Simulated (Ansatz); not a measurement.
Abridged output of a molecular run in Ansatz:

```
Functional definition: HF
1384 factors; integrals over basis functions are off by at most 1.2e-3 eV
mean field evaluation 1: about -22236.9759 eV, gradient 3.5e1 eV
mean field evaluation 2: about -22237.2276 eV, gradient 3.5e1 eV
mean field evaluation 4: about -22240.7018 eV, gradient 3.7e0 eV
mean field evaluation 8: about -22240.7693 eV, gradient 2.5e-1 eV
mean field -22240.76959332 eV, -817.3332072193 hartree, gradient 2.0e-6 eV, S^2 0.000000; 0 other end points of the search recorded, 0 dependent functions left out
13 core orbitals not correlated: weight in the atoms' cores, before any rotation towards them, 1.000 or more for the frozen orbitals, at most 0.000 for the correlated occupied ones
reference -22240.76959332 eV, -817.3332072193 hartree; 13, 13 occupied and 207, 207 virtual orbitals, 1384 factors
second order -20.14065276 eV of doubles, -0.00000000 eV of singles
cycle   1  -20.68945823 eV  change   -5.5e-1 eV  update   9.8e-2
cycle   2  -21.21796593 eV  change   -5.3e-1 eV  update   3.0e-2
cycle   3  -21.31730750 eV  change   -9.9e-2 eV  update   1.4e-2
cycle   4  -21.31024378 eV  change    7.1e-3 eV  update   4.2e-3
cycle   5  -21.31070575 eV  change   -4.6e-4 eV  update   1.8e-3
cycle   6  -21.31091389 eV  change   -2.1e-4 eV  update   6.0e-4
cycle   7  -21.31074407 eV  change    1.7e-4 eV  update   2.0e-4
cycle   8  -21.31076901 eV  change   -2.5e-5 eV  update   7.1e-5
cycle   9  -21.31077965 eV  change   -1.1e-5 eV  update   2.5e-5
perturbative correction -1.03555821 eV, -0.0380560622 hartree
Total energy: -22263.11593117 eV, -818.1544199885 hartree
```

Its atoms:

Z-matrix (Å, degrees):
```
C
Al 1 1.945
Cl 1 1.816 2 95.1
H 1 1.088 2 117.7 3 112.5
H 1 1.088 2 117.7 3 -112.5
C 2 1.849 1 158.3 3 87.2
C 2 1.849 1 158.3 3 -87.3
H 6 1.089 2 164.3 1 1.3
H 7 1.089 2 164.3 1 -1.3
```

Task: Which basis set was used?
A. def2-SVPD
B. def2-TZVPP
C. cc-pV(D+d)Z
D. def2-SVP

Result: B. It gives 233 functions.

Task: Write the keys of the input that set method, charge and spin (a neutral closed shell needs none for the last two).

Result: 
```yaml
correlation: {method: ccsd_t}
```
